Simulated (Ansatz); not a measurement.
Computed with Ansatz on PBE0-D4/def2-TZVP structures; ΔE is electronic, products minus reactants. CCSD(T)/CBS is the MP2 limit (def2-TZVPP, def2-QZVPP) plus CCSD(T) − MP2 in def2-TZVPP, frozen cores. This one scheme is used for every species, atoms too. No spin–orbit coupling; open shells (•) take unrestricted orbitals. Spin–orbit coupling would lower the free atoms: a little for C, O; clearly for Ge. Bonds to Ge are less sure, by a few kJ/mol each and by 10 to 20 or more in all where they break to atoms, as the def2 sets lack core-valence functions. Scalar relativity is left out up to krypton. Each species was taken in one conformer, which may not be the lowest.

`C[NH][Ge]([NH]C)([NH]C)[O]C` → 4 C• + Ge• + 15 H• + 3 N• + O•  (atomization)

`C[NH][Ge]([NH]C)([NH]C)[O]C`:

Z-matrix (Å, degrees):
```
C
N 1 1.449
H 1 1.099 2 114.2
H 1 1.093 2 109.4 3 120.3
H 1 1.094 2 110.7 3 -121.9
Ge 2 1.825 1 120.4 3 -79.6
H 2 1.009 1 113.1 3 60.2
N 6 1.812 2 103.4 1 -178.4
N 6 1.817 2 121.7 1 60.5
O 6 1.780 2 106.3 1 -53.0
C 8 1.448 6 122.1 2 -175.9
H 8 1.008 6 115.0 2 39.0
C 9 1.447 6 120.6 2 45.9
H 9 1.009 6 113.4 2 -94.1
C 10 1.406 6 118.8 2 -60.8
H 11 1.098 8 113.8 6 -87.3
H 11 1.092 8 109.1 6 32.7
H 11 1.095 8 110.8 6 150.9
H 13 1.093 9 109.5 6 44.4
H 13 1.099 9 114.5 6 -76.3
H 13 1.094 9 110.5 6 161.8
H 15 1.098 10 111.9 6 -65.3
H 15 1.097 10 112.3 6 56.3
H 15 1.093 10 108.2 6 175.8
```

```json
{"species": "`C[NH][Ge]([NH]C)([NH]C)[O]C`", "CCSD(T)/CBS(def2) energy (Eh)": "-2476.67671"}
{"species": "C•", "CCSD(T)/CBS(def2) energy (Eh)": "-37.79194"}
{"species": "Ge•", "CCSD(T)/CBS(def2) energy (Eh)": "-2076.01830"}
{"species": "H•", "CCSD(T)/CBS(def2) energy (Eh)": "-0.50000"}
{"species": "N•", "CCSD(T)/CBS(def2) energy (Eh)": "-54.53257"}
{"species": "O•", "CCSD(T)/CBS(def2) energy (Eh)": "-75.00631"}
```

**Question.** Work out ΔE.

**Answer.** ΔE = 15 × (-0.50000) + 4 × (-37.79194) + 3 × (-54.53257) + (-2076.01830) + (-75.00631) − (-2476.67671) = 3.38663 Eh = +2125.1 kcal/mol.

Largest T1 diagnostic among the species: 0.011.

From r2SCAN to r2SCAN0 (25 % exact exchange), in def2-TZVPP and without D4, ΔE moves by −31.5 kcal/mol: exact exchange takes away binding that semilocal exchange gives to molecules. At CCSD(T), def2-SVP lies −123.2 kcal/mol from the extrapolated value and def2-TZVPP −55.1 kcal/mol: correlation converges slowly with the basis, and small sets miss more of it in the bonded molecule than in its fragments.

For atomizations the MP2-based limit and the directly extrapolated one differ by several kJ/mol either way, and by 10 to 25 for some Ge, Se and Sn compounds, so smaller differences from it don't rank the levels.
